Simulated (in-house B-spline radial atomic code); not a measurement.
Removing one electron from the mercury ion Hg²⁺

Closed shell [Xe] 4f14 5d10. Computed with a B-spline radial code for spherical atoms: Koopmans values of Dirac-Hartree-Fock plus a diagonal self-energy, in second order or with its direct term screened (direct RPA, with the hole-particle interaction, or full time-dependent Hartree-Fock), linearised in energy; no-pair Dirac-Coulomb Hamiltonian, finite nucleus. Shifts add to the Koopmans value (the ΔSCF shift is orbital relaxation alone); the final value takes TDHF screening with Breit and QED.

Command:
```bash
python run_mb.py task.json out
```
Settings (nuclear radius in fm, box in bohr, cutoff in hartree):
```
basis_form          2
Z                   80
core_configuration  [Xe] 4f14 5d10
rms_radius          5.4648
mass_number         202
speed_of_light      137.036
box_radius          16.642
lmax                7
intervals           63
virtual_cutoff      25600.0
```

Cost of the run: 3.5 min on 1 thread of Intel(R) Xeon(R) Platinum 8488C, with other jobs on the host.

Energies in eV:

```tsv
subshell	Koopmans	ΔSCF shift	second order	direct RPA	hole-particle	TDHF	Breit + QED	final
5d5/2	34.42	-1.459	?	?	?	?	?	?
5d3/2	36.50	-1.637	-0.565	0.126	-0.212	-0.220	-0.006	36.28
```

Question: What does the self-energy do to 5d5/2?

Answer: It shifts the removal energy by -0.416 eV in second order, 0.195 with direct RPA, -0.103 with the hole-particle term and -0.105 with TDHF screening (quasi-particle weight 0.941); Breit and QED add 0.023 eV. The final value is 34.34 eV, against 34.49 ± 0.05 eV (NIST, measured).
